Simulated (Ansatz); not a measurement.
CH₉GeNSi, SMILES `C[N]([SiH3])[GeH3]`, relaxed with RKS PBE0-D4/def2-TZVP in Ansatz 0.2.0 from a PBE-D4/def2-SVP geometry. The force threshold is 0.005 eV/Å; the program also tests the step.

Charge 0, multiplicity 1.

Start:

```xyz
13

C     0.746   -0.011   -1.353
N     0.058   -0.151   -0.070
Si   -1.652   -0.537   -0.074
Ge    0.939    0.535    1.421
H     1.827   -0.259   -1.255
H     0.324   -0.714   -2.104
H     0.680    1.014   -1.789
H    -2.062   -0.849    1.338
H    -1.883   -1.729   -0.970
H    -2.543    0.573   -0.589
H     2.386   -0.032    1.389
H     0.164    0.069    2.676
H     1.014    2.092    1.380
```

Question: How much energy does the relaxation release, and in how many steps? (An estimate is asked.)

Answer: Computed: 1.25 kcal/mol, in 10 steps, 1 of them rejected.

Question: Which bonds change most? (Best estimate.)

Answer: Computed: N2–Si3 from 1.753 to 1.718 Å; N2–Ge4 from 1.862 to 1.840 Å; Si3–H10 from 1.514 to 1.494 Å; C1–H7 from 1.117 to 1.098 Å.

Question: Give the relaxed structure. (An estimate is asked.)

Answer: The calculation gave: 
```xyz
13

C     0.722    0.026   -1.341
N     0.041   -0.128   -0.064
Si   -1.623   -0.559   -0.075
Ge    0.935    0.520    1.408
H     1.778   -0.254   -1.260
H     0.277   -0.630   -2.096
H     0.678    1.052   -1.729
H    -2.042   -0.830    1.324
H    -1.815   -1.771   -0.921
H    -2.515    0.500   -0.636
H     2.335   -0.123    1.417
H     0.130    0.143    2.657
H     1.099    2.053    1.316
```
